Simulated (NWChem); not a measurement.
System: GaSi2H7; SMILES [SiH3][GaH][SiH3]

The following NWChem deck was run.

```
start job
memory heap 200 mb stack 900 mb global 1100 mb
geometry units angstroms noautosym nocenter noautoz
  Ga    -0.695597    -0.000029    -0.000092
  H     -2.285620    -0.000524     0.018785
  Si     0.408810    -2.175822    -0.004252
  H      0.032805    -2.942425     1.220260
  H      1.895918    -2.092330    -0.046277
  H     -0.033911    -2.977194    -1.183174
  Si     0.408374     2.175946    -0.007134
  H      1.892812     2.093423    -0.106533
  H      0.079980     2.913917     1.248498
  H     -0.078153     3.004451    -1.149222
end
basis spherical
  * library 6-31g*
end
dft
  xc b3lyp
  iterations 150
end
property
  shielding
end
task dft property
```

Geometry: optimised at B3LYP/6-31G* (spherical d).

GIAO values for the isolated, static molecule; σ is the absolute isotropic shielding, δ = σ(reference) − σ with the isolated reference molecule computed at the same levels (1H: tetramethylsilane, 29Si: tetramethylsilane).

Atoms are numbered as in the input.

### Question
Predict the main results of this run. (B3LYP/6-31G* (spherical d), GIAO.) Quantities: σ Ga1 (ppm); δ H2 (ppm); δ Si3 (ppm); δ H4 (rotor mean) (ppm); δ Si7 (ppm); δ H8 (rotor mean) (ppm).

### Answer
```json
{
  "σ Ga1 (ppm)": "1151.6",
  "δ H2 (ppm)": "8.84",
  "δ Si3 (ppm)": "-77.8",
  "δ H4 (rotor mean) (ppm)": "3.74",
  "δ Si7 (ppm)": "-77.8",
  "δ H8 (rotor mean) (ppm)": "3.74"
}
```
